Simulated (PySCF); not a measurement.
C₅H₉OP.
Z-matrix (Å and degrees, GFN2-xTB geometry), rows numbered from 1:
```
C 
C   1  1.5036
C   2  1.5036  1  115.73
C   2  1.3051  1  122.07  3  -179.55
P   4  1.6356  2  175.38  1   -45.06
C   5  1.9039  4   98.94  1    96.27
O   6  1.3945  5  114.99  4   -27.52
H   1  1.0895  2  110.20  3    52.01
H   1  1.0899  2  109.59  3   -66.80
H   1  1.0867  2  110.96  3   173.06
H   3  1.0904  2  110.01  1   -63.25
H   3  1.0871  2  111.11  1   176.04
H   3  1.0891  2  109.81  1    55.38
H   6  1.1028  5  107.23  4    97.23
H   6  1.0936  5  107.84  4  -146.81
H   7  0.9671  6  108.44  5    48.75
```

Method: PySCF 2.14.0, density-fitted response routines, TDDFT wB97X-D/def2-SVPD, vertical, gas phase, core orbitals frozen in the response.

Kohn–Sham orbitals with the atoms that hold most of them (Löwdin shares over 4%, at most four atoms; ? is withheld):

| orbital | ε (eV) | atoms |
| --- | --- | --- |
| HOMO-3 | -11.05 | O7 36%, P5 24%, C4 13%, C6 11% |
| HOMO-2 | -10.05 | O7 40%, C4 20%, C2 13%, C6 7% |
| HOMO-1 | -8.93 | ? |
| HOMO | -8.58 | P5 32%, C4 15%, C2 14%, O7 14% |
| LUMO | ? | ? |
| LUMO+1 | 1.31 | C2 25%, C4 22%, P5 19%, C6 11% |
| LUMO+2 | 1.98 | C3 17%, C1 14%, O7 10%, C4 8% |

**Question.** Give the leading atoms of the HOMO-1.

**Answer.** C4 (bonded to C and P) 38%; P5 (bonded to 2 C) 37%; C6 (bonded to O, P and 2 H) 6%; C2 (bonded to 3 C) 6%. By element: carbon 50% or more, phosphorus 37%.

**Question.** Give the leading atoms of the LUMO.

**Answer.** P5 (bonded to 2 C) 43%; C4 (bonded to C and P) 32%; C6 (bonded to O, P and 2 H) 6%; C2 (bonded to 3 C) 5%. By element: carbon 44% or more, phosphorus 43%.

**Question.** What is the LUMO energy, and the HOMO–LUMO gap?

**Answer.** ε(LUMO) = 0.51 eV; the gap is 9.08 eV (0.3337 hartree).

**Question.** How does S1 compare with the orbital gap of 9.08 eV?

**Answer.** S1 is at 4.20 eV (f = 0.0040), 4.88 eV below the gap, made of HOMO→LUMO (97%). Without the coupling terms of the response equations the lowest excitation would equal the gap.

**Question.** One configuration dominates each of S1, S2 and S4. Which, and how do the shares of the two leading atoms of either orbital change from the occupied to the empty one?

**Answer.** 
- S1 (4.20 eV, f 0.0040), HOMO→LUMO (97%): P5 32% → 43%, C4 15% → 32%
- S2 (5.15 eV, f 0.0021), HOMO-1→LUMO+1 (88%): C4 38% → 22%, P5 37% → 19%, C2 6% → 25%
- S4 (5.70 eV, f 0.0010), HOMO-2→LUMO (87%): O7 40% → at most 6%, C4 20% → 32%, P5 at most 7% → 43%

One conformer stands for the species.
